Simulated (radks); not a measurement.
Values are calculated unless marked as measured or tabulated.
Spherical quantum dot in the effective-mass picture: electrons in a hard-walled sphere of radius 2.81, with a point charge +1 (a donor) at the centre, all in effective atomic units (hartree* = m*/eps^2 hartree, bohr* = eps/m* bohr), one dielectric constant everywhere. Level of theory: non-relativistic Kohn-Sham, PBEsol, spin-polarised, spherical densities (a radial shooting solver with Libxc functionals). Levels are named by radial order and angular momentum (1s, 1p, 1d, 2s, ...), and open shells are averaged over m.

N = 22, configuration 1s2 1p6 1d10 2s2 1f(up 2, down 0). This is the lowest configuration that the search found. Occupied and some empty levels:

level    occupation  eigenvalue (hartree*)  <r> (bohr*)
1s up             1                 10.315        1.781
1s down           1                 10.345        1.773
1p up             3                 10.704        1.914
1p down           3                 10.738        1.911
1d up             5                 11.312        1.994
1d down           5                 11.349        1.992
2s up             1                 12.117        1.168
1f up             2                 12.126        2.055
2s down           1                 12.128        1.172
1f down           0                 12.164        2.054
1g up             0                 13.128        2.105
1g down           0                 13.168        2.105
2p up             0                 13.518        1.449
2p down           0                 13.534        1.449
2d up             0                 14.899        1.597
2d down           0                 14.919        1.596

Energy (hartree*): total 134.739, kinetic 44.941, external -13.499, Hartree 115.90, exchange-correlation -12.607.
